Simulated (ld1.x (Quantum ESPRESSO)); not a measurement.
## LDA (PZ) TM dataset for cobalt, scalar-relativistic all-electron reference.

* Element: Co
* Generator: ld1.x (Quantum ESPRESSO) 7.5
* Type: norm-conserving Troullier–Martins (Kleinman–Bylander form)
* Functional: LDA (PZ)
* Relativity: scalar-relativistic
* Frozen core: [Ne] 3s2
* Valence charge: 15
* Reference configuration: 3p6 3d7 4s1.5 4p0.5
* Partial waves: 4s (bound): rc 2.20 bohr; 3p (bound): rc 1.15 bohr; 3d (bound): rc 0.80 bohr
* Local potential: the d channel
* Core correction: none

Occupied shells without a wave of their own: 4p. They enter only through the test configuration that unscreens the potential.

* Cutoffs needed: 300 Ry and over 300 Ry (the cutoffs (Ry, on a coarse ladder) from which the occupation-weighted sum of valence levels, in a spherical-Bessel basis at the reference potential, stays within 10 and 1 mRy of its value at 400 Ry)
* Ghost test: ghost state, extra bound levels that the all-electron valence spectrum of the same l lacks: s at -604.5 eV; a true bound ghost makes a file unfit for plane-wave use (spherical-Bessel basis up to 400 Ry, 20 bohr box)
* Configuration tests: 1 of 9 tests not solved or not reliable; not counted: 3p6 3d6 4s2 4p1 (solver errors, printed error -15.6 eV)
